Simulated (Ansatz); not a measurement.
`S[SiH2]S` + `C=N` → `C=N[SiH2]S` + H₂S  (ligand exchange at the Si–S bond)

Gas-phase electronic energies from Ansatz, PBE0-D4/def2-TZVP geometries. CBS: MP2 limit from def2 TZ/QZ plus the TZ coupled-cluster correction, frozen cores. This one scheme is used for every species. Functionals use def2-TZVPP. Each species was taken in one conformer, which may not be the lowest.

```
      level  ΔE (kJ/mol)
   BHLYP-D4         13.6
    ωB97X-V         17.3
     r2SCAN         19.5
HF/def2-SVP         11.1
```

**Question.** What does CCSD(T)/CBS give? (Estimate.)

**Answer.** The calculation gave: +18.5 kJ/mol. The listed levels differ from it by -4.9, -1.2, 1.0, -7.4 kJ/mol.

Largest T1 diagnostic among the species: 0.013.

In def2-TZVPP, CCSD(T) changes the Hartree–Fock value by +6.2 kJ/mol (the triples alone add +0.9 kJ/mol) and MP2 by +5.9 kJ/mol. Leaving LDA and LC-ωPBE aside and taking each functional with its dispersion term where it has one, the values, not all of them listed here, spread over 11.9 kJ/mol, from CAM-B3LYP-D4 to PBE-D4. LDA lies −6.0 kJ/mol from PBE without D4.
